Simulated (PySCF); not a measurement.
C₄H₁₂W, SMILES [CH3][W]([CH3])([CH3])[CH3], multiplicity 1.

Geometry optimised at PBE0-D3(BJ)/def2-SVP. The spin state was assumed, not searched. The def2 effective core potentials stand for the cores of W; spin–orbit coupling is left out.

Two levels are set side by side: TDA-PBE/def2-SVPD (PySCF) and TDA-PBE0/def2-SVPD (PySCF). Vertical, same geometry. The lowest singlet is HOMO→LUMO 99 % with PBE and HOMO→LUMO 99 % with the other functional; states are paired by order. Differences are taken from unrounded values.

| quantity | TDA-PBE0 |
|---|---|
| lowest singlet excitation (eV) | 0.62 |
| lowest triplet excitation (TDA) (eV) | 1.43 |

**Question.** What does TDA-PBE give, and how far is it from TDA-PBE0? (An estimate is asked for; the answer gives what the named calculation found.)

**Answer.** 
```
quantity                              TDA-PBE  TDA-PBE minus TDA-PBE0
------------------------------------  -------  ----------------------
lowest singlet excitation (eV)           0.64                    0.03
lowest triplet excitation (TDA) (eV)     1.51                    0.08
```

Rough cost on one machine, each run with all the roots and properties that it gave: TDA-PBE0 against TDA-PBE about 3 times.
